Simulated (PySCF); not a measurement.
Electron correlation in Sn⁺ (tin, charge +1)

[Kr] 4d10 5s1 5p1 5d1, one real determinant (an excited configuration). All numbers are calculated (PySCF 2.14, scalar relativity by spin-free X2C-1e, in x2c-TZVPPall with one added diffuse shell each of s, p, d, f type (9s7p5d3f, 76 functions)). Frozen: [Ar] 3d10; 21 electrons correlated.

MP2 pair energies summed by pair of shells (mhartree):

```csv
pair,energy,share (%)
4d-4d,-156.83,50.8
4p-4d,-49.79,16.1
4d-5s,-28.57,9.3
4d-5p,-17.52,5.7
4p-4p,-15.89,5.1
4s-4d,-10.99,3.6
4s-4p,-7.94,2.6
4d-5d,-5.67,1.8
4p-5s,-3.47,1.1
5s-5d,-3.14,1.0
5p-5d,-3.05,1.0
5s-5p,-2.08,0.7
4p-5p,-1.70,0.6
4s-4s,-1.45,0.5
4s-5s,-0.32,0.1
4p-5d,-0.23,0.1
4s-5p,-0.17,0.1
4s-5d,-0.04,0.0
```

Total MP2 correlation energy: -308.84 mhartree.

Same-spin part -117.83 and opposite-spin part -191.00 mhartree; SCS-MP2 scales them by 1/3 and 6/5 to -268.48 mhartree.

The reference is one real determinant that mixes LS terms of this configuration.

This basis was not built for core-valence correlation, so the inner-shell part is incomplete.
